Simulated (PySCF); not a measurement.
GaHBr₂, SMILES [Br][GaH][Br]. Atoms are numbered in the order given.

```xyz
4

Ga     0.0000     0.0000    -0.8134
H      0.0000     0.0000    -2.3597
Br     0.0000    -1.9180     0.3940
Br     0.0000     1.9180     0.3940
```
Charge 0, spin multiplicity 1.

Geometry optimised at ωB97X-D3(BJ)/def2-SVP. The structure was generated by enumeration; whether it is a known compound was not checked.

All values below come from ωB97X-D3(BJ)/def2-SVP (PySCF 2.14.0).

Frequencies are harmonic and unscaled.

| mode | ν (cm⁻¹) | IR (km/mol) | Raman (Å⁴/amu) | depolarisation | moving atoms (share of kinetic energy) |
|---|---|---|---|---|---|
| 1 | 95 | 2.8 | 2.3 | 0.69 | Br 72 %, Ga 27 % |
| 2 | 299 | 15.3 | 7.5 | 0.10 | Br 58 %, Ga 41 % |
| 3 | 354 | 75.3 | 2.1 | 0.75 | Ga 62 %, Br 38 % |
| 4 | 440 | 43.1 | 5.3 | 0.75 | H 92 % |
| 5 | 616 | 136.2 | 12.7 | 0.75 | H 99 % |
| 6 | 2086 | 113.2 | 215.0 | 0.20 | H 99 % |
